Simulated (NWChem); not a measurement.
Species: AlPH$_{4}$O$_{2}$; SMILES [OH][Al]([OH])[PH2]

```xyz
8

Al     0.0114    -0.3921     0.0000
O     -0.0317    -1.1862    -1.5175
H     -0.0950    -2.1413    -1.6335
O     -0.0317    -1.1862     1.5175
H     -0.0950    -2.1413     1.6335
P     -0.0306     1.9337     0.0000
H      0.9293     2.0527     1.0472
H      0.9293     2.0527    -1.0472
```
Atoms are numbered in this order, from 1.

Results from NWChem. Pople sets run with spherical d functions. Structure relaxed at the B3LYP/6-31G* (spherical d) level. B3LYP is NWChem's, with the RPA form of VWN correlation. Atomic charges in e: unrestrained fits to the electrostatic potential beside Mulliken populations; buried atoms are poorly determined by the fit.

For level Hartree-Fock/6-31G*:

```yaml
ESP Al1: 1.22
Mulliken Al1: 1.19
ESP O2: -0.92
Mulliken O2: -0.95
ESP O4: -0.92
Mulliken O4: -0.95
```

Question: What are these values for level B3LYP/def2-SVP?

Answer: 
- ESP Al1: 0.98
- Mulliken Al1: 0.71
- ESP O2: -0.78
- Mulliken O2: -0.46
- ESP O4: -0.78
- Mulliken O4: -0.46
